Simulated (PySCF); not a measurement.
Which level of theory gave which numbers?

Species: CHClF₄Si.
InChI=1S/CHClF4Si/c2-1(3)7(4,5)6/h1H/t1-/m0/s1

The closed-shell ground state was solved 4 times with PySCF (density fitting, gas phase), always with PBE0, in these basis sets: aug-cc-pVDZ, def2-SVP, def2-TZVP and pcSseg-0. Isolated species at its PBE0-D3(BJ)/def2-SVP geometry, gas phase.

```
row  total energy (Eh)  HOMO (eV)  LUMO (eV)  dipole (D)
  P         -1187.3156      -9.17      -0.69        1.52
  Q         -1185.3589      -9.41      -0.52        1.88
  R         -1187.4983      -9.08      -0.35        1.47
  S         -1186.6741      -8.96       0.05        1.51
```

Q: Which basis belongs to which row?

A: P = aug-cc-pVDZ, Q = pcSseg-0, R = def2-TZVP, S = def2-SVP. From the lowest total energy up: def2-TZVP (235 functions) 0 eV; aug-cc-pVDZ (178 functions) +4.97 eV; def2-SVP (111 functions) +22.43 eV; pcSseg-0 (73 functions) +58.22 eV.

Conformer computed: `[F:1][C@H:2]([Cl:3])[Si:4]([F:5])([F:6])[F:7]`: F1–C2–Si4–F5 -178°.
